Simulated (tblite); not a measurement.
Species: C5H7Cl2Ga.
Bonds: C1–C2 (double), C2–C3, C3–C4, C4–Ga5, Ga5–Cl6, Ga5–Cl7, C4–C8, C2–C8. Hydrogens: H9, H10 on C1; H11, H12 on C3; H13 on C4; H14, H15 on C8.

Computed with GFN2-xTB (tblite), gas phase: L-BFGS steps from a force-field or distance-geometry start until the largest atomic force falls under 0.01 eV/Å.

Step 12: E = -670.4793 eV
```
atom  x, y, z in Å  |  force x, y, z in eV/Å
C1     -1.6807    1.3301    0.5159   -0.023   0.009   0.079
C2     -1.0491    0.1964    0.3036   -0.285   0.041   0.082
C3     -0.9454   -0.7172   -0.8784    0.202  -0.126  -0.056
C4      0.4950   -0.9799   -0.4122    0.336   0.159  -0.143
Ga5     2.1022    0.3593   -0.7803   -0.046  -0.433   0.181
Cl6     3.6283   -0.3466    0.5557   -0.038   0.113  -0.168
Cl7     2.5709    2.1990   -1.6648   -0.079   0.067  -0.124
C8      0.0819   -0.5008    1.0059   -0.027  -0.005  -0.024
H9     -1.4989    1.9060    1.4013    0.003   0.093   0.217
H10    -2.4193    1.7219   -0.1573   -0.027  -0.007  -0.159
H11    -1.1753   -0.3376   -1.8792    0.201   0.126   0.166
H12    -1.5098   -1.6427   -0.7298   -0.126   0.076  -0.026
H13     0.8720   -1.9972   -0.5563    0.022  -0.006   0.206
H14     0.7708    0.1216    1.5900    0.014   0.047  -0.122
H15    -0.2471   -1.3042    1.6638   -0.125  -0.155  -0.108
```

Step 13: E = -670.5030 eV
```
atom  x, y, z in Å  |  force x, y, z in eV/Å
C1     -1.6768    1.3286    0.5173   -0.089  -0.058   0.091
C2     -1.0632    0.1832    0.3169   -0.188   0.106  -0.011
C3     -0.9461   -0.7116   -0.8784    0.320  -0.146  -0.139
C4      0.4906   -0.9855   -0.3974    0.287   0.069  -0.124
Ga5     2.0964    0.3510   -0.7654   -0.037  -0.348   0.072
Cl6     3.6581   -0.3312    0.5266   -0.020   0.080  -0.108
Cl7     2.5531    2.1847   -1.6843   -0.109   0.009  -0.090
C8      0.0703   -0.5048    1.0207    0.046  -0.038  -0.080
H9     -1.5058    1.8954    1.4101   -0.008   0.134   0.197
H10    -2.4067    1.7131   -0.1683   -0.048   0.058  -0.134
H11    -1.1304   -0.2938   -1.8786    0.094  -0.004   0.306
H12    -1.5132   -1.6431   -0.7645   -0.107   0.195  -0.080
H13     0.8597   -2.0097   -0.5478   -0.012   0.120   0.251
H14     0.7643    0.1337    1.5838   -0.054  -0.014  -0.061
H15    -0.2546   -1.3020    1.6872   -0.077  -0.163  -0.090
```

Question: Estimate the geometry and energy of step 14. (The exact step hangs on the optimiser's Hessian estimate; all steps are aligned on step 13, rigid shifts and turns removed.)

Answer: E = -670.5219 eV, largest force 0.329 eV/Å
```
atom  x, y, z in Å  |  force x, y, z in eV/Å
C1     -1.6758    1.3284    0.5207   -0.146  -0.094   0.080
C2     -1.0764    0.1742    0.3260   -0.009   0.109  -0.087
C3     -0.9418   -0.7098   -0.8791    0.305  -0.064  -0.107
C4      0.4920   -0.9862   -0.3895    0.147  -0.033  -0.029
Ga5     2.0912    0.3371   -0.7543    0.022  -0.163  -0.063
Cl6     3.6785   -0.3186    0.5043    0.014   0.045  -0.053
Cl7     2.5377    2.1735   -1.6990   -0.146  -0.094  -0.035
C8      0.0620   -0.5078    1.0288    0.067  -0.049  -0.100
H9     -1.5113    1.8903    1.4207   -0.037   0.107   0.096
H10    -2.3980    1.7068   -0.1786   -0.029   0.100  -0.053
H11    -1.0940   -0.2619   -1.8718   -0.005  -0.081   0.292
H12    -1.5172   -1.6404   -0.7874   -0.057   0.255  -0.128
H13     0.8523   -2.0155   -0.5351   -0.008   0.149   0.248
H14     0.7591    0.1428    1.5755   -0.110  -0.066   0.021
H15    -0.2627   -1.3050    1.6967   -0.007  -0.123  -0.084
```

The energy changes by -0.0189 eV. The first-order estimate −F·Δx gives -0.0268 eV and the mean of the old and new forces, exact on a quadratic surface, -0.0189 eV. The step makes an angle of 69° with the force vector and moves no atom by more than 0.049 Å.

What follows is the cost of the whole relaxation. The run took 1.5 s wall on one thread of an Arm Neoverse N1 (shared host).
